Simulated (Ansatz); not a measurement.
Reactions of C₂H₃F₂N (`CN=C(F)F`).

Gas-phase electronic energies from Ansatz, PBE0-D4/def2-TZVP geometries. CBS: MP2 limit from def2 TZ/QZ plus the TZ coupled-cluster correction, frozen cores. This one scheme is used for every species, atoms too. No spin–orbit coupling; open shells (•) take unrestricted orbitals. Spin–orbit coupling would lower the free atoms: a little for C, F. Bonds to Se are less sure, by a few kJ/mol each and by 10 to 20 or more in all where they break to atoms, as the def2 sets lack core-valence functions. Scalar relativity is left out up to krypton. One conformer a species, not always the lowest.

Problem. Order these by ΔE at CCSD(T)/CBS, lowest first. (Best estimate.)
A. `CN=C(F)F` → `[CH2]` (triplet) + `N=C(F)F`
B. `CN=C(F)F` → 2 C• + 2 F• + 3 H• + N•
C. `CN=C(F)F` → `NC=C(F)F`
D. `CN=C(F)F` + H₂ → `C/N=C\F` + H–F
E. `CN=C(F)F` + `CO[SiH2][SeH]` → `CO[SiH2][Se]C` + `N=C(F)F`
F. `CN=C(F)F` + `NC[SeH]` → `CNC[SeH]` + `N=C(F)F`

Solution. D (-82.2 kJ/mol), E (-26.6 kJ/mol), F (-0.8 kJ/mol), C (+36.4 kJ/mol), A (+408.5 kJ/mol), B (+3178.1 kJ/mol).

Largest T1 diagnostic: 0.013, for `N=C(F)F`.
